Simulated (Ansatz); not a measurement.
Species: SbF3, net charge 1, doublet state. 
Coordinates optimised at B3LYP-D3(BJ)/def2-TZVP (Ansatz, a quantum-chemistry and plane-wave program):
```xyz
4

Sb     0.0034     0.0000     0.2553
F     -1.3795    -1.0085    -0.4640
F     -0.1934     1.6935    -0.4794
F      1.5534    -0.6847    -0.5034
```
Charge +1, spin multiplicity 2.

Parts of the frozen-core correlation energy in STO-3G (Ansatz, hartree). Frozen orbitals: 26; correlated occupied orbitals by spin: 13 and 12; virtual: 3 and 4. Open shells are spin-unrestricted. Spin-orbit coupling is left out. In def2 rows, elements after Kr have scalar-relativistic effective core potentials. STO-3G rows are all-electron and non-relativistic.

```tsv
term	value
reference (HF)	-6545.18753
MP2 opposite-spin	[?]
MP2 same-spin	[?]
CCSD correlation	[?]
(T)	-0.01240
T1 diagnostic	0.027
largest doubles amplitude	0.057
<S^2> of the reference	0.794
```

Task: What belongs in the gaps?

Result: 
- MP2 opposite-spin, value: -0.07495
- MP2 same-spin, value: -0.01863
- CCSD correlation, value: -0.12001
